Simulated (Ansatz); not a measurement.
1-ethyl-3-methylimidazolium dicyanamide, `CCn1cc[n+](C)c1.N#C[N-]C#N`, relaxed as a singlet with RKS PBE-D4/def2-SVP in Ansatz, starting from the GFN2-xTB geometry. Force threshold 0.03 eV/Å.

In the singlet geometry the species has come apart into loosely held pieces.

Start:

Cartesian coordinates in Å:
```
C 1.0355 -2.5428 -0.3633
C 1.9850 -1.3881 -0.0384
N 1.4005 -0.0792 -0.1575
C 1.0680 0.5253 -1.3716
C 0.3850 1.6455 -1.1149
N 0.2861 1.7980 0.2763
C -0.6854 2.6593 0.8917
C 0.6308 0.5467 0.8503
H 1.5894 -3.4776 -0.3832
H 0.5745 -2.3885 -1.3361
H 0.2505 -2.6220 0.3828
H 2.3590 -1.4912 0.9838
H 2.8396 -1.4166 -0.7218
H 1.3993 0.1134 -2.3020
H 0.0039 2.3938 -1.7772
H -0.6407 3.6325 0.4060
H -0.4372 2.7772 1.9462
H -1.7099 2.2726 0.8136
H 1.1426 0.6250 1.8161
N -0.5995 -0.2675 1.1985
C -1.5918 -0.5387 0.5915
N -2.5486 -1.0501 0.0358
C -3.8087 -0.8977 -0.1859
N -4.9278 -0.8292 -0.4408
```

**Question.** Estimate the energy that the relaxation releases and the steps that it takes.

**Answer.** 0.94 eV, in 37 steps; 2.2 min on 4 threads of Arm Neoverse V1 on a shared host. No frequencies were taken in this run, so the end may be a saddle point.

**Question.** Does the start keep its bonding?

**Answer.** Bonds lost: C8–N20 (atoms count from 1). The end holds 2 separate pieces.

**Question.** Predict the relaxed structure.

**Answer.** 
| atom | x (Å) | y (Å) | z (Å) |
| --- | --- | --- | --- |
| C1 | 1.318 | -2.619 | -0.169 |
| C2 | 2.139 | -1.332 | -0.180 |
| N3 | 1.298 | -0.139 | -0.348 |
| C4 | 0.726 | 0.292 | -1.536 |
| C5 | -0.128 | 1.323 | -1.227 |
| N6 | -0.055 | 1.505 | 0.144 |
| C7 | -0.844 | 2.461 | 0.918 |
| C8 | 0.793 | 0.595 | 0.658 |
| H9 | 1.987 | -3.483 | 0.012 |
| H10 | 0.808 | -2.776 | -1.140 |
| H11 | 0.548 | -2.566 | 0.628 |
| H12 | 2.691 | -1.203 | 0.771 |
| H13 | 2.891 | -1.317 | -0.996 |
| H14 | 0.957 | -0.181 | -2.495 |
| H15 | -0.843 | 1.884 | -1.838 |
| H16 | -1.810 | 2.600 | 0.392 |
| H17 | -0.304 | 3.424 | 1.012 |
| H18 | -1.038 | 2.030 | 1.919 |
| H19 | 0.989 | 0.435 | 1.721 |
| N20 | -0.989 | -1.214 | 1.769 |
| C21 | -1.924 | -0.910 | 1.089 |
| N22 | -2.969 | -0.630 | 0.367 |
| C23 | -3.066 | 0.430 | -0.390 |
| N24 | -3.176 | 1.394 | -1.082 |
Bond lengths: 10 × C–N 1.19 to 1.47 Å; 2 × C–C 1.37 to 1.53 Å; 11 × C–H 1.09 to 1.11 Å.
